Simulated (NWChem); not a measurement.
Everything below was run with NWChem. System: BF, charge 0, spin multiplicity 1, displaced from the optimised geometry. The structure started from a generated list of species. Level: CCSD(T)/cc-pVDZ, 2 core orbitals frozen, spin-restricted.

NWChem printed:

```
             Northwest Computational Chemistry Package (NWChem) 7.3.0
             --------------------------------------------------------

                                NWChem Input Module
                                -------------------

 Scaling coordinates for geometry "geometry" by  1.889725989
 (inverse scale =  0.529177249)

                             Geometry "geometry" -> ""
                             -------------------------

 Output coordinates in angstroms (scale by  1.889725989 to convert to a.u.)

  No.       Tag          Charge          X              Y              Z
 ---- ---------------- ---------- -------------- -------------- --------------
    1 B                    5.0000     0.00000000     0.00000000    -0.81227100
    2 F                    9.0000     0.00000000     0.00000000     2.34656100

 Effective nuclear repulsion energy (a.u.)       7.5385383601

            Nuclear Dipole moment (a.u.)
            ----------------------------
        X                 Y               Z
 ---------------- ---------------- ----------------
     0.0000000000     0.0000000000    32.2343676570


 Summary of "ao basis" -> "" (spherical)
 ------------------------------------------------------------------------------
       Tag                 Description            Shells   Functions and Types
 ---------------- ------------------------------  ------  ---------------------
 *                          cc-pvdz                   on all atoms

 Summary of "ao basis" -> "ao basis" (spherical)
 ------------------------------------------------------------------------------
       Tag                 Description            Shells   Functions and Types
 ---------------- ------------------------------  ------  ---------------------
 B                          cc-pvdz                  6       14   3s2p1d
 F                          cc-pvdz                  6       14   3s2p1d

                                 NWChem SCF Module
                                 -----------------

  ao basis        = "ao basis"
  functions       =    28
  atoms           =     2
  closed shells   =     7
  open shells     =     0
  charge          =   0.00
  wavefunction    = RHF
  use symmetry    = F
  symmetry adapt  = F

 Summary of "ao basis" -> "ao basis" (spherical)
 ------------------------------------------------------------------------------
       Tag                 Description            Shells   Functions and Types
 ---------------- ------------------------------  ------  ---------------------
 B                          cc-pvdz                  6       14   3s2p1d
 F                          cc-pvdz                  6       14   3s2p1d

 Forming initial guess at       0.0s

      Superposition of Atomic Density Guess
      -------------------------------------

 Sum of atomic energies:        -123.91681289

      Non-variational initial energy
      ------------------------------

 Total energy =    -123.384330
 1-e energy   =    -186.740699
 2-e energy   =      55.817831
 HOMO         =      -0.489106
 LUMO         =       0.013278

 Starting SCF solution at       0.1s

 ----------------------------------------------
         Quadratically convergent ROHF

 Convergence threshold     :          1.000E-07
 Maximum no. of iterations :          100
 Final Fock-matrix accuracy:          1.000E-09
 ----------------------------------------------

              iter       energy          gnorm     gmax       time
             ----- ------------------- --------- --------- --------
                 1     -123.6935738476  1.38D+00  6.53D-01      0.1
                 2     -123.7754635969  2.88D-01  1.57D-01      0.1
                 3     -123.7971644295  4.54D-01  2.26D-01      0.1
                 4     -123.8052011700  1.81D-01  7.37D-02      0.1
                 5     -123.8086571958  1.19D-02  4.94D-03      0.1
                 6     -123.8087042960  5.31D-04  3.02D-04      0.1
                 7     -123.8087043453  4.37D-07  2.91D-07      0.1
                 8     -123.8087043453  3.25D-09  1.51D-09      0.1

       Final RHF  results
       ------------------

         Total SCF energy =   -123.808704345347
      One-electron energy =   -188.628857991449
[...]
   4     -0.2836608012 -7.429D-03  1.159D-01     0.12     0.00     0.11
   5     -0.2944425296 -1.078D-02  5.680D-02     0.12     0.00     0.11
   6     -0.2962003855 -1.758D-03  4.739D-02     0.12     0.00     0.11
   7     -0.2980563346 -1.856D-03  3.648D-02     0.12     0.00     0.11
   8     -0.2939389892  4.117D-03  6.268D-02     0.12     0.00     0.11
   9     -0.2974583037 -3.519D-03  2.396D-02     0.12     0.00     0.11
  10     -0.2965470913  9.112D-04  2.802D-02     0.12     0.00     0.12
  11     -0.2966835330 -1.364D-04  2.857D-03     0.12     0.00     0.12
  12     -0.2965638557  1.197D-04  1.330D-03     0.12     0.00     0.11
  13     -0.2966159026 -5.205D-05  1.012D-03     0.12     0.00     0.11
  14     -0.2966549610 -3.906D-05  1.292D-03     0.12     0.00     0.11
  15     -0.2966472726  7.688D-06  6.719D-04     0.12     0.00     0.12
  16     -0.2966744665 -2.719D-05  5.018D-04     0.12     0.00     0.11
  17     -0.2966585060  1.596D-05  2.586D-04     0.12     0.00     0.11
  18     -0.2966711949 -1.269D-05  2.069D-04     0.12     0.00     0.12
  19     -0.2966440410  2.715D-05  5.841D-04     0.12     0.00     0.11
  20     -0.2966459127 -1.872D-06  5.198D-05     0.12     0.00     0.12
  21     -0.2966459745 -6.178D-08  8.552D-05     0.12     0.00     0.11
  22     -0.2966421502  3.824D-06  7.780D-05     0.12     0.00     0.11
  23     -0.2966427655 -6.154D-07  3.043D-05     0.12     0.00     0.12
  24     -0.2966416277  1.138D-06  8.469D-06     0.12     0.00     0.11
  25     -0.2966412821  3.457D-07  1.209D-05     0.12     0.00     0.11
  26     -0.2966412430  3.907D-08  2.222D-05     0.12     0.00     0.11
  27     -0.2966412210  2.198D-08  3.655D-06     0.13     0.00     0.12
  28     -0.2966409356  2.854D-07  2.292D-06     0.13     0.00     0.12
  29     -0.2966411737 -2.381D-07  8.835D-07     0.13     0.00     0.12
                  *************converged*************
-------------------------------------------------------------------------

 -----------
 CCSD Energy
 -----------
 Reference energy:            -123.808704345347493
 CCSD corr. energy:             -0.296641173655423
 Total CCSD energy:           -124.105345519002910

 --------------------------------
 Spin Component Scaled (SCS) CCSD
 --------------------------------
 Same spin contribution:                 -0.051331964940507
 Same spin scaling factor:                1.130000000000000
 Opposite spin contribution:             -0.245309208714916
 Opposite spin scaling fact.:             1.270000000000000
 SCS-CCSD correlation energy:            -0.369547815450716
 Total SCS-CCSD energy:                -124.178252160798209
 memory            104855100

*********triples calculation*********

nkpass=    1; nvpass=    1; memdrv=          15897; memtrn=         386878; memavail=      104854980
 memory available/node                      104854980
 total number of virtual orbitals        21
 number of virtuals per integral pass    21
 number of integral evaluations           1
 number of occupied per triples pass      5
 number of triples passes                 1

 commencing integral evaluation        1 at           3.62
  symmetry use  F
task         2 out of        78 done   2%  at       0.0 secs
task         4 out of        78 done   5%  at       0.0 secs
task         8 out of        78 done  10%  at       0.0 secs
task        12 out of        78 done  15%  at       0.0 secs
task        16 out of        78 done  20%  at       0.0 secs
task        20 out of        78 done  25%  at       0.0 secs
task        24 out of        78 done  30%  at       0.0 secs
task        28 out of        78 done  35%  at       0.0 secs
task        32 out of        78 done  41%  at       0.1 secs
task        36 out of        78 done  46%  at       0.1 secs
task        39 out of        78 done  50%  at       0.1 secs
task        43 out of        78 done  55%  at       0.1 secs
task        47 out of        78 done  60%  at       0.1 secs
task        51 out of        78 done  65%  at       0.1 secs
task        55 out of        78 done  70%  at       0.1 secs
task        59 out of        78 done  75%  at       0.1 secs
task        63 out of        78 done  80%  at       0.1 secs
task        67 out of        78 done  85%  at       0.1 secs
task        71 out of        78 done  91%  at       0.1 secs
task        75 out of        78 done  96%  at       0.1 secs
task        78 out of        78 done 100%  at       0.1 secs
 commencing triples evaluation - blocking       1
 ccsd(t): done        1 out of       21 progress:    4.8%
 ccsd(t): done        2 out of       21 progress:    9.5%
 ccsd(t): done        3 out of       21 progress:   14.3%
 ccsd(t): done        4 out of       21 progress:   19.0%
 ccsd(t): done        5 out of       21 progress:   23.8%
 ccsd(t): done        6 out of       21 progress:   28.6%
 ccsd(t): done        7 out of       21 progress:   33.3%
 ccsd(t): done        8 out of       21 progress:   38.1%
 ccsd(t): done        9 out of       21 progress:   42.9%
 ccsd(t): done       10 out of       21 progress:   47.6%
 ccsd(t): done       11 out of       21 progress:   52.4%
 ccsd(t): done       12 out of       21 progress:   57.1%
 ccsd(t): done       13 out of       21 progress:   61.9%
 ccsd(t): done       14 out of       21 progress:   66.7%
 ccsd(t): done       15 out of       21 progress:   71.4%
 ccsd(t): done       16 out of       21 progress:   76.2%
 ccsd(t): done       17 out of       21 progress:   81.0%
 ccsd(t): done       18 out of       21 progress:   85.7%
 ccsd(t): done       19 out of       21 progress:   90.5%
 ccsd(t): done       20 out of       21 progress:   95.2%
 ccsd(t): done       21 out of       21 progress:  100.0%
 Time for integral evaluation pass     1        0.14
 Time for triples evaluation pass      1        0.03

 pseudo-e(mp4)  -0.70138566502804E-01
 pseudo-e(mp5)   0.20600147110016E-01
        e(t)    -0.49538419392787E-01

 --------------
 CCSD(T) Energy
 --------------
 Reference energy:                    -123.808704345347493

 CCSD corr. energy:                     -0.296641173655423
 T(CCSD) corr. energy:                  -0.070138566502804
 Total CCSD+T(CCSD) energy:           -124.175484085505715

 CCSD corr. energy:                     -0.296641173655423
 (T) corr. energy:                      -0.049538419392787
 Total CCSD(T) energy:                -124.154883938395699

 routine      calls  cpu(0)   cpu-min  cpu-ave  cpu-max   i/o
 aoccsd          1     0.00     0.00     0.00     0.00    0.00
 iterdrv         1     0.01     0.01     0.01     0.01    0.00
 pampt          29     0.02     0.02     0.02     0.02    0.00
 t2pm           29     0.03     0.03     0.03     0.03    0.00
 sxy            29     0.03     0.03     0.03     0.03    0.00
 ints       176204     2.96     2.96     2.96     2.96    0.00
 t2eri        2262     0.19     0.19     0.19     0.19    0.00
 idx2         2262     0.08     0.08     0.08     0.08    0.00
 idx34          29     0.01     0.01     0.01     0.01    0.00
 ht2pm          29     0.03     0.03     0.03     0.03    0.00
 itm            29     0.10     0.10     0.10     0.10    0.00
 pdiis          29     0.01     0.01     0.01     0.01    0.00
 triples         1     0.00     0.00     0.00     0.00    0.00
 rdtrpo          1     0.00     0.00     0.00     0.00    0.00
 trpmos          1     0.14     0.14     0.14     0.14    0.00
 trpdrv          1     0.01     0.01     0.01     0.01    0.00
 dovvv        3150     0.01     0.01     0.01     0.01    0.00
 doooo        3150     0.00     0.00     0.00     0.00    0.00
 tengy        2625     0.01     0.01     0.01     0.01    0.00
 Total                 3.65     3.65     3.65     3.65    0.00

 Task  times  cpu:        3.9s     wall:        3.9s

 Total times  cpu:        3.9s     wall:        3.9s
```

Problem. Write an NWChem input that would produce this output.

Solution. Several could match; the one computed here: 
```
start mol
memory heap 100 mb stack 700 mb global 1900 mb
geometry units angstroms nocenter noautoz noautosym
  B      0.000000     0.000000    -0.812271
  F      0.000000     0.000000     2.346561
end
basis spherical
  * library cc-pvdz
end
scf
  rhf
  nopen 0
  maxiter 100
  thresh 1e-7
  semidirect memsize 60000000 filesize 0
end
ccsd
  freeze core 2
  maxiter 60
end
task ccsd(t) energy
```
